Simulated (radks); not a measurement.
Effect of the nuclear size on the molybdenum ion Mo2+, [Kr] 4d4. Method: Dirac Kohn-Sham, relativistic LDA (MacDonald-Vosko exchange, VWN5 correlation), spin-unpolarised, spherical densities, finite nucleus; open shells fill j = l - 1/2 first; Fermi nuclear charge, rms radius 4.4091 fm; computed with a radial shooting solver on a logarithmic mesh with Libxc functionals. The rms radius is varied about that value; shifts are against it.

rms radius (fm),total energy shift (eV),density at nucleus (e/bohr^3),1s1/2 shift (meV),2s1/2 shift (meV),4s1/2 shift (meV),5s1/2 (empty) shift (meV)
3.9241,-0.306,9.103e+04,-129,-13.8,-0.413,-0.061
4.2063,-0.132,9.035e+04,-55.4,-5.94,-0.178,-0.026
4.4091,0,8.989e+04,0.000,0.000,0.000,0.000
4.5899,0.122,8.95e+04,51.3,5.50,0.165,0.024
5.1146,0.501,8.846e+04,211,22.6,0.677,0.099

Slopes of the eigenvalues against <r^2> in GHz/fm^2, as finite differences over the two radii next to the reference (eigenvalue slopes, not the field-shift constants of lines): 1s1/2 7650, 2s1/2 820, 4s1/2 24.6, 5s1/2 (empty) 3.61.
